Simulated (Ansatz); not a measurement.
Stepwise reaction of `[NH]=[Ta]([NH2])([OH])[OH]` with hydrogen chloride, as a gas-phase model of exchange steps in deposition or etching. ΔE in kJ/mol; ΔG adds harmonic PBE0-D4 terms to CCSD(T)/CBS, at 1 bar.

Program: Ansatz. Geometries: PBE0-D4/def2-TZVP. ΔE: electronic, gas phase. CCSD(T)/CBS is the MP2 limit (def2-TZVPP, def2-QZVPP) plus CCSD(T) − MP2 in def2-TZVPP, frozen cores. This one scheme is used for every species. Functionals use def2-TZVPP. B3LYP here is the variant with VWN-RPA as its local correlation; programs differ in this. def2 core potentials past Kr. For Ta outer-core shells are correlated without core-valence functions, which leaves a few kJ/mol of doubt a bond. One conformer a species, not always the lowest.

```tsv
step	reaction	PBE-D4	B3LYP-D4	ωB97M-V	CCSD(T)/CBS	ΔG(500 K)
1	`[NH]=[Ta]([NH2])([OH])[OH]` + HCl → `[NH]=[Ta]([NH2])([OH])[Cl]` + H₂O	-36.8	-34.5	-33.9	-39.6	-32.2
2	`[NH]=[Ta]([NH2])([OH])[Cl]` + HCl → `[NH]=[Ta]([NH2])([Cl])[Cl]` + H₂O	-28.2	-25.9	-25.1	-32.0	-26.2
```

Question: By hand: ΔE of the 2 steps together at CCSD(T)/CBS.

Answer: (-39.6) + (-32.0) = -71.6 kJ/mol, or -35.8 kJ/mol a step.

In ΔE each step is higher than the one before. All are downhill at CCSD(T)/CBS. ΔG lies between -32.2 and -26.2 kJ/mol a step. PBE-D4 differs from CCSD(T)/CBS by 2.8 to 3.8 kJ/mol a step. Isolated molecules leave out the surface, adducts and barriers. Largest T1 diagnostic: 0.018.
